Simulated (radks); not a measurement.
Problem. Radial electron density D(r) = 4 pi r^2 rho(r) of an atom or ion with 58 electrons. Method: Dirac Kohn-Sham, PBEsol, spin-unpolarised, spherical densities, finite nucleus; Fermi nuclear charge, rms radius of each element as measured or else 0.836 A^(1/3) + 0.57 fm; computed with a radial shooting solver on a logarithmic mesh with Libxc functionals.

```
   r/bohr * D(r) (the largest magnitude, 101, reaches the edge; | marks zero)
 0.001365 |  *
 0.001589 |   *
 0.001865 |    *
 0.002171 |     *
 0.002548 |      *
  0.00299 |        *
 0.003481 |           *
 0.004084 |             *
 0.004755 |                *
  0.00558 |                    *
 0.006496 |                        *
 0.007623 |                            *
 0.008946 |                                *
  0.01041 |                                    *
  0.01222 |                                       *
  0.01423 |                                         *
   0.0167 |                                          *
  0.01944 |                                          *
  0.02281 |                                        *
  0.02677 |                                      *
  0.03116 |                                     *
  0.03657 |                                     *
  0.04257 |                                        *
  0.04996 |                                             *
  0.05816 |                                                  *
  0.06825 |                                                      *
  0.08009 |                                                      *
  0.09324 |                                                  *
   0.1094 |                                             *
   0.1274 |                                        *
   0.1495 |                                        *
    0.174 |                                            *
   0.2042 |                                               *
   0.2397 |                                             *
    0.279 |                                    *
   0.3274 |                         *
   0.3811 |                  *
   0.4473 |                 *
   0.5207 |                   *
   0.6111 |                    *
   0.7171 |                 *
   0.8348 |            *
   0.9796 |       *
     1.14 |     *
    1.338 |    *
    1.558 |   *
    1.828 |  *
    2.146 | *
    2.498 |*
    2.931 *
    3.412 *
    4.005 *
    4.662 *
    5.471 *
     6.42 *
    7.474 *
    8.771 *
    10.21 *
    11.98 *
    13.95 *
```

What is the nuclear charge?

Solution. Z = 59. The innermost maximum, from 1s, lies near gamma/Z bohr with gamma = sqrt(1 - (Z/c)^2) = 0.903, here 0.0153 bohr (found: 0.0168), and its height grows with Z. The density is that of the praseodymium ion Pr+ in [Xe] 4f3 6p1; the configuration itself is not fixed sharply by these data, and Z only to a few units. D(r) has 4 maxima, at r = 0.0168, 0.0745, 0.209, 0.582 bohr, and minima at 0.0327, 0.138, 0.423 bohr, inside which lie 2.02, 11.20, 29.07 electrons.
